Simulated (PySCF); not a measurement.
Molecule: Sn(H)(Me)(Et)2, SMILES C[CH2][SnH]([CH3])[CH2]C. Atoms near the plane z = 0.8 Å, at the GFN2-xTB optimised geometry (x, y, z in Å): Sn1 (-1.5, 0.6, 0.0), C2 (-2.3, -0.3, 1.8), C5 (0.7, 0.6, 0.0), C6 (1.3, 1.3, 1.2), H7 (-2.0, 2.2, 0.0), H10 (-3.3, -0.4, 1.8), H17 (1.0, -0.4, 0.0), H18 (1.0, 2.4, 1.2), H20 (2.4, 1.3, 1.1).

Method: PBE0/def2-SVP, def2 effective core potentials past Kr (PySCF 2.14.0). The core electrons that the potentials of Sn replace are not part of the density. Cells within 0.4 Å of a nucleus heavier than hydrogen are left out (blank, or x). The values are rescaled to run from 0 to 1.

```
|22222222222222222222222222222|
|22222222222222222222222222222|
|22222222222222222222222222222|
|22222222222222222222222222222|
|22222222222222222222222222222|
|22222222222222222222222222222|
|22222222222222223233222222222|
|22222222222222223223322222222|
|22222222222222233223332222222|
|22222222222222233232223222222|
|222222223433223320x1102322222|
|22222223587432332002223222222|
|22222223799532332223332222222|
|22222223598432233333322222222|
|22222222344322233333222222222|
|22222222222222223322222222222|
|22222222222222222222222222222|
|22222222222222222222222222222|
|22222222222222222222222222222|
|22222222222222222222222222222|
|22222222222222222222222222222|
|22222222222222222222222222222|
|22222222222222222222222222222|
|22222222222222222222222222222|
|22222222222222222222222222222|
|22222222222222222222222222222|
|22222222222222222222222222222|
|22222222222222222222222222222|
|22222222222222222222222222222|
```
Scale: ten equal steps from 0.000 (start of '0') to 1.00 (end of '9'), in the order '0123456789'; x runs from -4.50 to 4.50, y from -4.50 (bottom) to 4.50 (top).

**Question.** Which quantity is mapped?
(A) log10 of the electron density
(B) electrostatic potential
(C) Laplacian of the electron density
(D) deformation density (molecule minus spherical neutral atoms)

**Answer.** C, Laplacian of the electron density. In full: Laplacian of the electron density (e/bohr⁵), clipped to [-1.50, 1.50].
